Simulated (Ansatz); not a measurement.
Stepwise reaction of `NB(N)N` with hydrogen chloride, as a gas-phase model of exchange steps in deposition or etching. ΔE in kJ/mol.

Gas-phase electronic energies from Ansatz, PBE0-D4/def2-TZVP geometries. CBS: MP2 limit from def2 TZ/QZ plus the TZ coupled-cluster correction, frozen cores. This one scheme is used for every species. DFT in def2-TZVPP. B3LYP here is the variant with VWN-RPA as its local correlation; programs differ in this. One conformer a species, not always the lowest.

| step | reaction | PBE-D4 | B3LYP-D4 | ωB97M-V | CCSD(T)/CBS |
| --- | --- | --- | --- | --- | --- |
| 1 | `NB(N)N` + HCl → `NB(N)Cl` + NH₃ | -28.1 | -23.1 | -24.0 | -23.0 |
| 2 | `NB(N)Cl` + HCl → `NB(Cl)Cl` + NH₃ | 5.2 | 11.4 | 10.5 | 9.5 |
| 3 | `NB(Cl)Cl` + HCl → `ClB(Cl)Cl` + NH₃ | 43.9 | 51.2 | 50.8 | 49.3 |

(1) By hand: ΔE of the 3 steps together at CCSD(T)/CBS.

## Answers

(1) (-23.0) + (9.5) + (49.3) = 35.8 kJ/mol, or 11.9 kJ/mol a step.

In ΔE each step is higher than the one before. PBE-D4 differs from CCSD(T)/CBS by -5.4 to -4.3 kJ/mol a step. Isolated molecules leave out the surface, adducts and barriers. Largest T1 diagnostic: 0.011.
